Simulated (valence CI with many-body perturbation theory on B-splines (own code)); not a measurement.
# Au⁷³⁺: calculated level list

Level of theory: valence CI with perturbative core correlation (CI+MBPT): four valence electrons over a frozen Dirac-Fock core [He], radial functions for each j: 11 s, 11 p, 9 d, 7 f, 5 g, 2 h, 1 i, with the one-electron correlation potential Σ1 (screened to all orders), the two-electron term Σ2, the three-electron term Σ3, Breit, model QED; selected single and double excitations, second order for the rest (own B-spline code, finite nucleus).

The last digits are not significant, and no measured levels were compared; by estimate large intervals hold to a few tenths of a per cent, small ones and those within an open d or f shell to about a per cent. Among the levels kept, up to 300 cm⁻¹ of a level comes from second order outside the variational space, and about a tenth of that is noise between levels of different J, which matters for small intervals.

Levels 1 to 45 of 116, with energies above the lowest level, (2s^2 2p1/2^2) J=0. "Leading %" is the weight of the configuration and term that name the level; weights of strongly mixed levels are sums over their largest components and can fall short. In the jj column 3d3/2^4 stands for four electrons in 3d with j = 3/2. Lifetimes count E1, E2, E3, M1 and M2 decay at the calculated energies, and are blank where another channel may lead or the interval is too uncertain; long ones can be off by a factor of two.

| No. | Configuration | Term | J | E (eV) | Leading % | Lifetime | g | Leading jj |
| --- | --- | --- | --- | --- | --- | --- | --- | --- |
| 1 | 2s²2p² | ³P | 0 | 0 | 68 |  |  | 2s^2 2p1/2^2 (100 %) |
| 2 | 2s²2p² | ³P | 1 | 1916 | 100 | 23.5 ps | 1.464 | 2s^2 2p1/2 2p3/2 (100 %) |
| 3 | 2s²2p² | ¹D | 2 | 1934 | 66 | 3.35 ns | 1.126 | 2s^2 2p1/2 2p3/2 (100 %) |
| 4 | 2s2p³ | ³P° | 2 | 2253 | 49 | 25.2 ps | 1.479 | 2s 2p1/2^2 2p3/2 (100 %) |
| 5 | 2s2p³ | ¹P° | 1 | 2350 | 31 | 41.6 fs | 1.111 | 2s 2p1/2^2 2p3/2 (100 %) |
| 6 | 2s²2p² | ³P | 2 | 3879 | 65 | 5.81 ps | 1.287 | 2s^2 2p3/2^2 (99 %) |
| 7 | 2s²2p² | ¹S | 0 | 3949 | 67 | 5.31 ps |  | 2s^2 2p3/2^2 (99 %) |
| 8 | 2s2p³ | ⁵S° | 2 | 4139 | 50 | 176 fs | 1.542 | 2s 2p1/2 2p3/2^2 (100 %) |
| 9 | 2s2p³ | ³D° | 3 | 4184 | 100 | 186 fs | 1.287 | 2s 2p1/2 2p3/2^2 (100 %) |
| 10 | 2s2p³ | ³P° | 0 | 4256 | 100 | 53.4 fs |  | 2s 2p1/2 2p3/2^2 (100 %) |
| 11 | 2s2p³ | ³S° | 1 | 4280 | 54 | 27.0 fs | 1.296 | 2s 2p1/2 2p3/2^2 (100 %) |
| 12 | 2s2p³ | ¹D° | 2 | 4289 | 74 | 27.6 fs | 1.039 | 2s 2p1/2 2p3/2^2 (100 %) |
| 13 | 2s2p³ | ³P° | 1 | 4294 | 64 | 48.5 fs | 1.282 | 2s 2p1/2 2p3/2^2 (100 %) |
| 14 | 2p⁴ | ³P | 2 | 4645 | 67 | 28.7 fs | 1.298 | 2p1/2^2 2p3/2^2 (99 %) |
| 15 | 2p⁴ | ¹S | 0 | 4717 | 65 | 26.3 fs |  | 2p1/2^2 2p3/2^2 (99 %) |
| 16 | 2s2p³ | ³P° | 2 | 6168 | 51 | 55.8 fs | 1.433 | 2s 2p3/2^3 (100 %) |
| 17 | 2s2p³ | ¹P° | 1 | 6263 | 36 | 22.5 fs | 1.145 | 2s 2p3/2^3 (100 %) |
| 18 | 2p⁴ | ³P | 1 | 6581 | 100 | 18.3 fs | 1.464 | 2p1/2 2p3/2^3 (100 %) |
| 19 | 2p⁴ | ¹D | 2 | 6599 | 68 | 18.8 fs | 1.116 | 2p1/2 2p3/2^3 (100 %) |
| 20 | 2p⁴ | ³P | 0 | 8576 | 65 | 13.8 fs |  | 2p3/2^4 (100 %) |
| 21 | 2s²2p3s | ³P° | 0 | 12160 | 100 | 3.10 fs |  | 2s^2 2p1/2 3s (100 %) |
| 22 | 2s²2p3s | ³P° | 1 | 12164 | 67 | 2.58 fs | 1.294 | 2s^2 2p1/2 3s (100 %) |
| 23 | 2s²2p3p | ³D | 1 | 12259 | 74 | 196 fs | 0.626 | 2s^2 2p1/2 3p1/2 (100 %) |
| 24 | 2s²2p3p | ³P | 0 | 12313 | 67 | 109 fs |  | 2s^2 2p1/2 3p1/2 (99 %) |
| 25 | 2s2p²3s | ⁵P | 1 | 12471 | 40 | 3.11 fs | 1.989 | 2s 2p1/2^2 3s (99 %) |
| 26 | 2s2p²3s | ³P | 0 | 12513 | 68 | 3.31 fs |  | 2s 2p1/2^2 3s (99 %) |
| 27 | 2s2p²3p | ³P° | 1 | 12578 | 33 | 1.40 fs | 1.324 | 2s 2p1/2^2 3p1/2 (100 %) |
| 28 | 2s2p²3p | ³P° | 0 | 12579 | 53 | 129 fs |  | 2s 2p1/2^2 3p1/2 (99 %) |
| 29 | 2s²2p3p | ³D | 2 | 12850 | 51 | 120 fs | 1.140 | 2s^2 2p1/2 3p3/2 (100 %) |
| 30 | 2s²2p3p | ³P | 1 | 12851 | 49 | 155 fs | 1.494 | 2s^2 2p1/2 3p3/2 (100 %) |
| 31 | 2s²2p3d | ³F° | 2 | 12920 | 75 | 2.85 fs | 0.737 | 2s^2 2p1/2 3d3/2 (100 %) |
| 32 | 2s²2p3d | ³D° | 1 | 12948 | 50 | 340 as | 0.825 | 2s^2 2p1/2 3d3/2 (100 %) |
| 33 | 2s²2p3d | ³P° | 2 | 13081 | 46 | 500 as | 1.283 | 2s^2 2p1/2 3d5/2 (97 %) |
| 34 | 2s²2p3d | ³F° | 3 | 13086 | 45 | 501 as | 1.088 | 2s^2 2p1/2 3d5/2 (100 %) |
| 35 | 2s2p²3p | ³P° | 2 | 13163 | 36 | 15.6 fs | 1.484 | 2s 2p1/2^2 3p3/2 (97 %) |
| 36 | 2s2p²3p | ³D° | 1 | 13169 | 30 | 1.48 fs | 1.142 | 2s 2p1/2^2 3p3/2 (100 %) |
| 37 | 2s2p²3d | ³D | 1 | 13233 | 48 | 3.12 fs | 0.474 | 2s 2p1/2^2 3d3/2 (100 %) |
| 38 | 2s2p²3d | ³D | 2 | 13239 | 30 | 2.66 fs | 1.098 | 2s 2p1/2^2 3d3/2 (99 %) |
| 39 | 2s2p²3d | ³D | 3 | 13390 | 39 | 502 as | 1.321 | 2s 2p1/2^2 3d5/2 (100 %) |
| 40 | 2s2p²3d | ³F | 2 | 13408 | 26 | 511 as | 1.036 | 2s 2p1/2^2 3d5/2 (99 %) |
| 41 | 2s²2p3s | ³P° | 2 | 14132 | 99 | 4.03 fs | 1.463 | 2s^2 2p3/2 3s (99 %) |
| 42 | 2s²2p3s | ¹P° | 1 | 14142 | 66 | 2.11 fs | 1.119 | 2s^2 2p3/2 3s (99 %) |
| 43 | 2s²2p3p | ³P | 1 | 14251 | 50 | 89.7 fs | 1.447 | 2s^2 2p3/2 3p1/2 (97 %) |
| 44 | 2s²2p3p | ³D | 2 | 14253 | 47 | 103 fs | 1.137 | 2s^2 2p3/2 3p1/2 (98 %) |
| 45 | 2s2p²3s | ⁵P | 2 | 14353 | 84 | 4.77 fs | 1.714 | 2s 2p1/2 2p3/2 3s (99 %) |

The ionisation energy to 2s²2p ²P°1/2 of the next ion comes out as 21474 eV (NIST: 21470 ± 90 eV (theoretical)). All 116 levels together are meant to be complete up to 15396 eV.
